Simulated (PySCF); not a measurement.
Isomers of C5H16Si2, one GFN2-xTB conformer each. Single-point energies are computed at PBE0/pcSseg-1 (PySCF, gas phase, no added dispersion term), electronic only.

```csv
SMILES,GFN2-xTB relative energy (kcal/mol)
CCC[SiH2][SiH](C)C,15.3
CC[C@@H]([SiH3])C[SiH2]C,5.3
CC(C)([SiH3])CC[SiH3],0.3
C[SiH2]CC(C)(C)[SiH3],4.6
CC(C)(C)[SiH2]C[SiH3],3.5
CCCCC([SiH3])[SiH3],0.0
```

Conformers: `[CH3:1][CH2:2][CH2:3][SiH2:4][SiH:5]([CH3:6])[CH3:7]` with C1–C2–C3–Si4 179°, C2–C3–Si4–Si5 -65°, C3–Si4–Si5–C6 -70°; `[CH3:1][CH2:2][C@@H:3]([SiH3:4])[CH2:5][SiH2:6][CH3:7]` with C1–C2–C3–Si4 -62°, C2–C3–C5–Si6 58°, C3–C5–Si6–C7 48°; `[CH3:1][C:2]([CH3:3])([SiH3:4])[CH2:5][CH2:6][SiH3:7]` with C1–C2–C5–C6 60°, C2–C5–C6–Si7 180°; `[CH3:1][SiH2:2][CH2:3][C:4]([CH3:5])([CH3:6])[SiH3:7]` with C1–Si2–C3–C4 176°, Si2–C3–C4–C5 54°; `[CH3:1][C:2]([CH3:3])([CH3:4])[SiH2:5][CH2:6][SiH3:7]` with C2–Si5–C6–Si7 180°; `[CH3:1][CH2:2][CH2:3][CH2:4][CH:5]([SiH3:6])[SiH3:7]` with C1–C2–C3–C4 178°, C2–C3–C4–C5 -176°, C3–C4–C5–Si6 169°.

Problem. What does PBE0/pcSseg-1 give for the same structures?

Solution. 
| SMILES | PBE0/pcSseg-1 E (Eh) | PBE0/pcSseg-1 (kcal/mol) | GFN2-xTB (kcal/mol) | point group |
| --- | --- | --- | --- | --- |
| CCC[SiH2][SiH](C)C | -778.62785 | 0.0 | 15.3 | C1 |
| CC(C)(C)[SiH2]C[SiH3] | -778.61173 | 10.1 | 3.5 | Cs |
| CC[C@@H]([SiH3])C[SiH2]C | -778.60438 | 14.7 | 5.3 | C1 |
| C[SiH2]CC(C)(C)[SiH3] | -778.60369 | 15.2 | 4.6 | C1 |
| CCCCC([SiH3])[SiH3] | -778.59574 | 20.1 | 0.0 | C1 |
| CC(C)([SiH3])CC[SiH3] | -778.59029 | 23.6 | 0.3 | Cs |

GFN2-xTB puts CCCCC([SiH3])[SiH3] lowest instead; measured from each level's own lowest isomer, the values differ by up to 23.3 kcal/mol (CC(C)([SiH3])CC[SiH3]: 0.3 against 23.6). As drawn, the lowest has an Si–Si bond, which the highest lacks. Neighbours under 2.5 kcal/mol apart (CC[C@@H]([SiH3])C[SiH2]C and C[SiH2]CC(C)(C)[SiH3]) can change places with a better method, another conformer or zero-point energy.

Problem. Which frontier levels, dipoles and rotational constants go with these structures?

Solution. 
```json
{"SMILES": "CCC[SiH2][SiH](C)C", "HOMO (eV, PBE0/pcSseg-1)": "-7.76", "LUMO (eV)": "0.23", "dipole (D)": "0.48", "A, B, C (MHz)": "2754, 740.7, 687.4"}
{"SMILES": "CC(C)(C)[SiH2]C[SiH3]", "HOMO (eV, PBE0/pcSseg-1)": "-7.70", "LUMO (eV)": "0.65", "dipole (D)": "1.04", "A, B, C (MHz)": "3577, 741.9, 723.0"}
{"SMILES": "CC[C@@H]([SiH3])C[SiH2]C", "HOMO (eV, PBE0/pcSseg-1)": "-7.62", "LUMO (eV)": "0.70", "dipole (D)": "0.60", "A, B, C (MHz)": "2376, 927.0, 804.9"}
{"SMILES": "C[SiH2]CC(C)(C)[SiH3]", "HOMO (eV, PBE0/pcSseg-1)": "-7.94", "LUMO (eV)": "0.67", "dipole (D)": "0.92", "A, B, C (MHz)": "2587, 928.7, 852.8"}
{"SMILES": "CCCCC([SiH3])[SiH3]", "HOMO (eV, PBE0/pcSseg-1)": "-8.09", "LUMO (eV)": "0.56", "dipole (D)": "0.94", "A, B, C (MHz)": "2689, 728.9, 601.4"}
{"SMILES": "CC(C)([SiH3])CC[SiH3]", "HOMO (eV, PBE0/pcSseg-1)": "-7.81", "LUMO (eV)": "0.63", "dipole (D)": "0.77", "A, B, C (MHz)": "3020, 757.3, 710.6"}
```
